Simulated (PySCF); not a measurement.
**Solvent effects on NMR parameters**

Atom-mapped SMILES (the numbers label the heavy atoms): `[F:1][C:2]([F:3])([F:4])[C@:5]12[CH2:6][C@H:7]1[CH2:8]2`; H(Xn) means a hydrogen on atom n. Ha(C8) is cis to C6 on the ring; Ha(C6) is cis to C8 on the ring; Hb(C8) is trans to C6 on the ring; Hb(C6) is trans to C8 on the ring.

GIAO PBE0/pcSseg-1 in PySCF 2.14.0 with density-fitted response routines on one PBE0-D3(BJ)/def2-SVP conformer, non-relativistic, equivalent nuclei averaged. Solvents enter as an IEF-PCM continuum (benzene with ε = 2.3, chloroform with ε = 4.7) around the gas-phase geometry. Shifts are referred to CFCl3, TMS computed in the same medium.

In benzene, δ in ppm: F1/F3/F4 -79.3, C2 133.1, C6/C8 33.7, C5 8.2, C7 6.1, H(C7) 1.89, Hb(C6)/Hb(C8) 1.88, Ha(C6)/Ha(C8) 1.01. Dipole moment 2.27 D.

Question: How does each δ change in the more polar medium?

Answer: 
```csv
atoms,environment,"Δδ, chloroform"
F1/F3/F4,fluorine of a CF3 group,+0.4
C2,CF3 carbon,+0.5
C6/C8,three-membered-ring carbon,+0.3
C5,three-membered-ring carbon,+0.2
C7,three-membered-ring carbon,+0.3
H(C7),hydrogen on a three-membered-ring carbon,+0.09
Hb(C6)/Hb(C8),hydrogen on a three-membered-ring carbon,+0.03
Ha(C6)/Ha(C8),hydrogen on a three-membered-ring carbon,+0.04
```

Changes are relative to benzene. The dipole moment becomes 2.37 D in chloroform.

Question: Which nuclei move most (in ppm), and what does the model miss?

Answer: F1/F3/F4 (fluorine of a CF3 group, +0.4 ppm) and C2 (CF3 carbon, +0.5 ppm) in chloroform. A continuum only polarises the solute; specific hydrogen bonds, the anisotropy of aromatic solvents and changes of geometry or conformer are outside it.
